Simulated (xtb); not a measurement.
C$_{3}$H$_{7}$O$_{2}$ (SMILES C[C](O)CO), doublet, at a GFN2-xTB geometry, atoms displaced at random by about 0.02 Å a coordinate; xtb with GFN2-xTB with ALPB(toluene).

xtb was given this input:
```
$ xtb mol.xyz --gfn 2 --uhf 1 --opt --alpb toluene --json

# file mol.xyz
12

C      1.40470393    -0.77050937     0.54230962
C      0.51672947     0.04837723    -0.24974665
O      0.85663236     1.40431777    -0.20500818
C     -0.84400501    -0.31396702    -0.65892471
O     -1.77059174    -0.44088707     0.40634968
H      0.85947496    -1.26049393     1.40958913
H      1.69912717    -1.66532621    -0.07311252
H      2.30168062    -0.28668331     0.91836679
H      0.23887151     1.95416370    -0.74255088
H     -0.84934970    -1.30203570    -1.13708848
H     -1.24582929     0.44288637    -1.36438217
H     -1.71665849     0.32469905     1.01455348
```

What the program printed (banner, timings and long lists left out):

```
   ID    Z sym.   atoms
    1    6 C      1, 2, 4
    2    8 O      3, 5
    3    1 H      6-12

           -------------------------------------------------
          |                Calculation Setup                |
           -------------------------------------------------

           -------------------------------------------------
          |                 G F N 2 - x T B                 |
           -------------------------------------------------

      * Solvation model:               ALPB
        Solvent                        toluene
        Parameter file                 internal GFN2-xTB/ALPB
        Dielectric constant                7.0000E+00
        Reference state                gsolv [1 M gas/solution]
        Free energy shift                  2.2081E-03 Eh       1.3856E+00 kcal/mol
        Temperature                        2.9815E+02 K
        Density                            8.6700E-01 kg/L
        Solvent mass                       7.8110E+01 g/mol
        Interaction kernel             P16
        Born radius scaling (c1)           1.7172E+00
        Born radii integrator          GBOBC
        Born offset                        0.0000E+00 a0       0.0000E+00 AA
        H-bond correction              false
        Ion screening                  false
        Surface tension                    1.0000E-05 Eh       1.5569E+01 dyn/cm
        Grid points                               230 per atom

          ...................................................
          :                      SETUP                      :
          :.................................................:
          :  # basis functions                  27          :
          :  # atomic orbitals                  27          :
          :  # shells                           17          :
          :  # electrons                        31          :
          :  max. iterations                   250          :
          :  Hamiltonian                  GFN2-xTB          :
          :  restarted?                      false          :
          :  GBSA solvation                   true          :
          :  PC potential                    false          :
          :  electronic temp.          300.0000000     K    :
          :  accuracy                    1.0000000          :
          :  -> integral cutoff          0.2500000E+02      :
          :  -> integral neglect         0.1000000E-07      :
          :  -> SCF convergence          0.1000000E-05 Eh   :
          :  -> wf. convergence          0.1000000E-03 e    :
          :  Broyden damping             0.4000000          :
          :  net charge                          0          :
          :  unpaired electrons                  1          :
          ...................................................

 iter      E             dE          RMSdq      gap      omega  full diag
   1    -18.1869836 -0.181870E+02  0.370E+00    8.56       0.0  T
   2    -18.1999548 -0.129713E-01  0.195E+00    8.69       1.0  T
   3    -18.2006292 -0.674394E-03  0.612E-01    8.53       1.0  T
   4    -18.2008205 -0.191247E-03  0.130E-01    8.55       1.0  T
   5    -18.2008380 -0.175034E-04  0.523E-02    8.55       1.0  T
   6    -18.2008408 -0.287016E-05  0.165E-02    8.56       1.7  T
   7    -18.2008411 -0.304043E-06  0.453E-03    8.56       6.4  T
   8    -18.2008412 -0.281204E-07  0.207E-03    8.56      13.9  T
   9    -18.2008412 -0.263454E-08  0.462E-04    8.56      62.5  T
  10    -18.2008412 -0.259249E-09  0.169E-04    8.56     170.3  T

   *** convergence criteria satisfied after 10 iterations ***

         :::::::::::::::::::::::::::::::::::::::::::::::::::::
         ::                     SUMMARY                     ::
         :::::::::::::::::::::::::::::::::::::::::::::::::::::
         :: total energy             -18.042518626767 Eh    ::
         :: total w/o Gsasa/hb       -18.036672705468 Eh    ::
         :: gradient norm              0.078205814374 Eh/a0 ::
         :: HOMO-LUMO gap              8.560479614137 eV    ::
         ::.................................................::
         :: SCC energy               -18.200834495433 Eh    ::
         :: -> isotropic ES            0.047650793829 Eh    ::
         :: -> anisotropic ES          0.003040043521 Eh    ::
         :: -> anisotropic XC          0.001369368942 Eh    ::
         :: -> dispersion             -0.005434077553 Eh    ::
         :: -> Gsolv                  -0.007816992430 Eh    ::
         ::    -> Gelec               -0.001971071131 Eh    ::
         ::    -> Gsasa               -0.008054064437 Eh    ::
         ::    -> Ghb                  0.000000000000 Eh    ::
         ::    -> Gshift               0.002208143139 Eh    ::
         :: repulsion energy           0.158315868666 Eh    ::
         :: add. restraining           0.000000000000 Eh    ::
         :: total charge               0.000000000000 e     ::
         :::::::::::::::::::::::::::::::::::::::::::::::::::::

      -----------------------------------------------------------
     |                   =====================                   |
     |                        A N C O P T                        |
     |                   =====================                   |
     |               Approximate Normal Coordinate               |
     |                Rational Function Optimizer                |
      -----------------------------------------------------------
      -----------------------------------------------------------
     |                   =====================                   |
     |                        A N C O P T                        |
     |                   =====================                   |
     |               Approximate Normal Coordinate               |
     |                Rational Function Optimizer                |
      -----------------------------------------------------------

          ...................................................
[...]
 * total energy  :   -18.0425186 Eh     change       -0.6497913E-10 Eh
 * total energy  :   -18.0471838 Eh     change       -0.4665219E-02 Eh
 * total energy  :   -18.0480801 Eh     change       -0.8962765E-03 Eh
 * total energy  :   -18.0481039 Eh     change       -0.2373941E-04 Eh
 * total energy  :   -18.0481115 Eh     change       -0.7589872E-05 Eh
 * total energy  :   -18.0481137 Eh     change       -0.2286497E-05 Eh
   *** GEOMETRY OPTIMIZATION CONVERGED AFTER 6 ITERATIONS ***
         :: total energy             -18.048113737788 Eh    ::
[...]
         :: -> anisotropic XC          0.001361403176 Eh    ::
         :: -> dispersion             -0.005419148232 Eh    ::
         :: -> Gsolv                  -0.007899789082 Eh    ::
         ::    -> Gelec               -0.002049725500 Eh    ::
         ::    -> Gsasa               -0.008058206721 Eh    ::
         ::    -> Ghb                  0.000000000000 Eh    ::
         ::    -> Gshift               0.002208143139 Eh    ::
         :: repulsion energy           0.165224612653 Eh    ::
         :: add. restraining           0.000000000000 Eh    ::
         :: total charge               0.000000000000 e     ::
         :::::::::::::::::::::::::::::::::::::::::::::::::::::

           -------------------------------------------------
          |                Property Printout                |
           -------------------------------------------------

    * Orbital Energies and Occupations

         #    Occupation            Energy/Eh            Energy/eV
      -------------------------------------------------------------
         1        2.0000           -0.7102192             -19.3260
       ...           ...                  ...                  ...
         4        2.0000           -0.6246943             -16.9988
         5        2.0000           -0.5903439             -16.0641
         6        2.0000           -0.5840343             -15.8924
         7        2.0000           -0.5433844             -14.7862
         8        2.0000           -0.5367077             -14.6046
         9        2.0000           -0.5288005             -14.3894
        10        2.0000           -0.5037846             -13.7087
        11        2.0000           -0.4812883             -13.0965
        12        2.0000           -0.4718857             -12.8407
        13        2.0000           -0.4688349             -12.7576
        14        2.0000           -0.4529839             -12.3263
        15        2.0000           -0.4192587             -11.4086
        16        1.0000           -0.2858915              -7.7795 (HOMO)
        17                          0.0426364               1.1602 (LUMO)
        18                          0.0472696               1.2863
        19                          0.1078265               2.9341
        20                          0.1224115               3.3310
        21                          0.1622741               4.4157
        22                          0.1782248               4.8497
        23                          0.1851799               5.0390
        24                          0.2053278               5.5873
        25                          0.2170546               5.9064
        26                          0.3023674               8.2278
        27                          0.3486063               9.4861
      -------------------------------------------------------------
                  HL-Gap            0.3285279 Eh            8.9397 eV
             Fermi-level           -0.2371014 Eh           -6.4519 eV

     #   Z          covCN         q      C6AA      α(0)
     1   6 C        3.752    -0.111    22.691     6.793
     2   6 C        2.808     0.053    26.794     8.481
     3   8 O        1.657    -0.393    20.710     6.143
     4   6 C        3.673     0.063    19.746     6.369
     5   8 O        1.652    -0.464    22.129     6.350
     6   1 H        0.924     0.060     2.201     2.320
     7   1 H        0.924     0.056     2.252     2.347
     8   1 H        0.925     0.063     2.165     2.301
     9   1 H        0.805     0.302     0.714     1.327
    10   1 H        0.924     0.057     2.237     2.339
    11   1 H        0.923     0.024     2.669     2.555
    12   1 H        0.805     0.290     0.753     1.363

 Mol. C6AA /au·bohr⁶  :       1078.063250
 Mol. C8AA /au·bohr⁸  :      22746.519621
 Mol. α(0) /au        :         48.687140

Wiberg/Mayer (AO) data.
largest (>0.10) Wiberg bond orders for each atom

 ---------------------------------------------------------------------------
     #   Z sym  total        # sym  WBO       # sym  WBO       # sym  WBO
 ---------------------------------------------------------------------------
     1   6 C    3.995 --     2 C    1.056     8 H    0.982     7 H    0.962
                             6 H    0.954
     2   6 C    3.378 --     3 O    1.168     1 C    1.056     4 C    1.038
     3   8 O    2.131 --     2 C    1.168     9 H    0.886
     4   6 C    3.956 --     2 C    1.038    10 H    0.964    11 H    0.964
                             5 O    0.952
     5   8 O    1.944 --     4 C    0.952    12 H    0.902
     6   1 H    0.995 --     1 C    0.954
     7   1 H    0.996 --     1 C    0.962
     8   1 H    0.996 --     1 C    0.982
     9   1 H    0.909 --     3 O    0.886
    10   1 H    0.997 --     4 C    0.964
    11   1 H    0.999 --     4 C    0.964
    12   1 H    0.916 --     5 O    0.902
 ---------------------------------------------------------------------------

Topologies differ in total number of bonds
Writing topology from bond orders to xtbtopo.mol

molecular dipole:
                 x           y           z       tot (Debye)
 q only:        0.180       0.305      -0.261
   full:        0.045       0.538      -0.315       1.589
molecular quadrupole (traceless):
                xx          xy          yy          xz          yz          zz
 q only:       -3.656      -5.022       1.651       0.564      -0.650       2.006
  q+dip:       -4.947      -6.926       2.363       1.354      -0.806       2.584
   full:       -5.081      -6.858       2.315       0.904      -0.775       2.766

optimized geometry written to: xtbopt.xyz

           -------------------------------------------------
          | TOTAL ENERGY              -18.048113737788 Eh   |
          | GRADIENT NORM               0.000644708208 Eh/α |
          | HOMO-LUMO GAP               8.939698842617 eV   |
           -------------------------------------------------
```
